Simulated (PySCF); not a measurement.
A structure optimised at PBE-D3(BJ)/def2-SVP, used in a PySCF frequency run:

```xyz
9

O     -1.2518     0.8583    -0.9309
Ge     0.0000     0.0000     0.0000
O      1.2518    -0.8583    -0.9309
O     -0.8583    -1.2518     0.9309
O      0.8583     1.2518     0.9309
H     -1.9821     0.2427    -1.1332
H      1.9821    -0.2427    -1.1332
H     -0.2427    -1.9821     1.1332
H      0.2427     1.9821     1.1332
```

Problem. Write its SMILES, formula and point group.

Solution. [OH][Ge]([OH])([OH])[OH], GeH4O4, S4

Problem. What are its rotational constants (standard atomic weights)?

Solution. 3.5492, 3.5492, 3.0908 GHz
